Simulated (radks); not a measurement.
These are the eigenvalues of the occupied orbitals of an atom or ion with whole-number occupations (Ry). Method: scalar-relativistic Kohn-Sham, BLYP, spin-polarised, spherical densities, finite nucleus; Fermi nuclear charge, rms radius of each element as measured or else 0.836 A^(1/3) + 0.57 fm; computed with a radial shooting solver on a logarithmic mesh with Libxc functionals.

orbital  eigenvalue
1s up     -1952.948
1s down   -1952.945
2s up     -292.6422
2s down   -292.6063
2p up     -262.9396
2p down   -262.9116
3s up     -57.06019
3s down   -57.03984
3p up     -47.32048
3p down   -47.29765
3d up     -32.07497
3d down   -32.04163
4s up     -10.85957
4s down   -10.72509
4p up      -7.96262
4p down    -7.82489
4d up      -3.75983
4d down    -3.62046
5s up      -2.57689

Which element is it, and in what charge state? The configuration may be excited. Open shells, if any, are filled with parallel spins first.

Answer. Z = 48, cadmium, charge +3: Cd3+ in [Kr] 4d8 5s1. The list shows which subshells hold electrons but not how many an open one holds; the 1s level, -976.47 hartree, gives Z - s = 44.2 by -(Z - s)^2/2, which with screening and relativity narrows Z to a few neighbours, and the depths of the outer levels then fix element, charge and occupations together.
